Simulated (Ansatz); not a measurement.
Reaction (redistribution): `B[S][GaH][SiH3]` + `F[CH2][GeH3]` → `[F][GaH][SiH3]` + `BS[CH2][GeH3]`

Isolated molecules relaxed with PBE0-D4/def2-TZVP in Ansatz; ΔE leaves out vibrations. CBS: MP2 limit from def2 TZ/QZ plus the TZ coupled-cluster correction, frozen cores. Functionals use def2-TZVPP. For Ga, Ge outer-core shells are correlated without core-valence functions, which leaves a few kJ/mol of doubt a bond. Scalar relativity is left out up to krypton. Each species was taken in one conformer, which may not be the lowest.

CCSD(T)/CBS gives -0.75 eV.

(1) Another level gave -0.73 eV. Which?
A. PBE0/def2-TZVPP
B. HF/def2-TZVPP
C. MP2/def2-TZVPP
D. r2SCAN-D4/def2-TZVPP

Largest T1 diagnostic among the species: 0.014.

Results:

(1) D. r2SCAN-D4 -0.73, HF/def2-TZVPP -0.64, PBE0 -0.68, MP2/def2-TZVPP -0.82 eV.

In def2-TZVPP, CCSD(T) changes the Hartree–Fock value by −0.10 eV (the triples alone add −0.01 eV) and MP2 by −0.18 eV.
